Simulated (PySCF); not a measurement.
Below is a simulated gas-phase Si 2p photoelectron spectrum of `C#C[Si@H](N)O`.

Every computed line was given a Gaussian of 0.6 eV full width at half maximum and an area set by the number of equivalent atoms (split 2:1 within a doublet); the highest printed point is 100. Method used: delta-SCF UKS SCAN, pcX-2 on the ionised atom, pcseg-1 elsewhere, spin-free X2C (PySCF).

binding energy (eV), intensity and a bar:
```
    106.8          1 
    106.9          2 
    107.0          5 #
    107.1         12 ####
    107.2         25 #######
    107.3         44 #############
    107.4         67 ####################
    107.5         88 ##########################
    107.6        100 ##############################
    107.7         99 ##############################
    107.8         88 ##########################
    107.9         74 ######################
    108.0         64 ###################
    108.1         59 ##################
    108.2         56 #################
    108.3         51 ###############
    108.4         42 #############
    108.5         30 #########
    108.6         19 ######
    108.7         10 ###
    108.8          5 #
    108.9          2 #
    109.0          1 
    109.1          0
```

Task: How many maxima does the curve show, and how many computed lines lie under it?

Result: The curve has 1 maximum (at 107.6 eV). Under it lie 2 lines from 1 inequivalent silicon site, drawn as a 2p3/2, 2p1/2 pair. At this width some lines have no maximum of their own.

Task: Decompose the envelope and assign each component. Numbering: `[CH:1]#[C:2][Si@H:3]([NH2:4])[OH:5]`.

Result: 
```tsv
position (eV)	relative area	line	atoms	environment
107.62	0.67	Si 2p3/2	Si3	oxygen-bound silicon
108.25	0.33	Si 2p1/2	Si3	oxygen-bound silicon
```

Task: What are the centre and the root-mean-square width of the whole band?

Result: The area-weighted mean of the lines is 107.83 eV. Their own spread about it is 0.29 eV (rms) and each Gaussian has σ = 0.6/2.355 = 0.25 eV; the variances add, which gives 0.39 eV.

The curve has no shake-up lines and no vibrational structure. For 2p shells one spin-free hole was relaxed; a mean-field spin–orbit operator and the ground-state splitting of the three 2p orbitals were then diagonalised within the shell. The shell's mean is (2 × 2p3/2 + 2p1/2)/3, and the degeneracies 2j + 1 give areas of 2:1. 2p1/2 minus 2p3/2 (ligand field included): Si 0.63 eV. Isolated species at its GFN2-xTB geometry (one conformer only).

The run took 37 s wall on one thread of an Arm Neoverse V2, shared host, and the process peaked at 0.43 GiB of memory.

The values belong to the conformer `[CH:1]#[C:2][Si@H:3]([NH2:4])[OH:5]`: H–N4–Si3–C2 -86°, H–N4–Si3–C2 54°, H–O5–Si3–C2 -58°.
